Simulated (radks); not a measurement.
Results of a calculation; reference values are marked as such.
All-electron atom: Tb+ in [Xe] 4f9 6s1.

Code: a radial shooting solver on a logarithmic mesh with Libxc functionals. Model: Dirac Kohn-Sham, PBEsol, spin-unpolarised, spherical densities, point nucleus; open shells fill j = l - 1/2 first.

Energy parts (hartree):
| part | energy |
|---|---|
| total | -11714.7696 |
| kinetic | 12813.1025 |
| electron-nucleus | -28830.8213 |
| Hartree | 4556.0809 |
| exchange-correlation | -253.1317 |

Orbitals (lengths in bohr, moments of r in powers of bohr; r(max) is where P^2 peaks; r(90%) holds 90 % of the orbital's charge):
| orbital | occ. | eigenvalue (hartree) | r(90%) | <r^4> | <r> | r(max) | small-component weight |
|---|---|---|---|---|---|---|---|
| 1s1/2 | 2 | -1903.271 | 0.0389 | 1.064e-06 | 0.02151 | 0.01364 | 5.88e-02 |
| 2s1/2 | 2 | -315.5297 | 0.142 | 0.0001676 | 0.09098 | 0.07769 | 1.30e-02 |
| 2p1/2 | 2 | -299.8701 | 0.125 | 0.0001034 | 0.07591 | 0.05860 | 1.31e-02 |
| 2p3/2 | 4 | -272.4492 | 0.134 | 0.0001371 | 0.08285 | 0.06452 | 1.21e-02 |
| 3s1/2 | 2 | -70.14288 | 0.351 | 0.006476 | 0.2390 | 0.2201 | 4.14e-03 |
| 3p1/2 | 2 | -63.33510 | 0.344 | 0.005868 | 0.2287 | 0.2073 | 4.08e-03 |
| 3p3/2 | 4 | -57.67544 | 0.362 | 0.007243 | 0.2419 | 0.2198 | 3.80e-03 |
| 3d3/2 | 4 | -45.94524 | 0.334 | 0.005201 | 0.2141 | 0.1743 | 3.69e-03 |
| 3d5/2 | 6 | -44.71004 | 0.340 | 0.005551 | 0.2182 | 0.1778 | 3.61e-03 |
| 4s1/2 | 2 | -14.06375 | 0.779 | 0.1600 | 0.5416 | 0.5052 | 1.32e-03 |
| 4p1/2 | 2 | -11.39818 | 0.805 | 0.1818 | 0.5529 | 0.5089 | 1.24e-03 |
| 4p3/2 | 4 | -10.13631 | 0.849 | 0.2248 | 0.5832 | 0.5356 | 1.14e-03 |
| 4d3/2 | 4 | -5.74791 | 0.930 | 0.3223 | 0.6180 | 0.5422 | 9.70e-04 |
| 4d5/2 | 6 | -5.52011 | 0.946 | 0.3455 | 0.6288 | 0.5509 | 9.43e-04 |
| 4f5/2 | 6 | -0.35742 | 1.57 | 4.273 | 0.8946 | 0.5530 | 5.36e-04 |
| 4f7/2 | 3 | -0.32864 | 1.61 | 4.940 | 0.9147 | 0.5584 | 5.22e-04 |
| 5s1/2 | 2 | -1.97779 | 1.92 | 5.898 | 1.327 | 1.183 | 2.70e-04 |
| 5p1/2 | 2 | -1.26191 | 2.21 | 10.29 | 1.499 | 1.294 | 2.11e-04 |
| 5p3/2 | 4 | -1.10032 | 2.36 | 13.56 | 1.603 | 1.376 | 1.85e-04 |
| 6s1/2 | 1 | -0.32065 | 5.46 | 378.4 | 3.754 | 3.287 | 3.43e-05 |

The highest occupied level is 6s1/2 at -8.725 eV. Summed over all electrons, <r^2> = 55.32 bohr^2, which gives a Langevin (diamagnetic) susceptibility term of -43.8 x 10^-6 cm^3/mol.
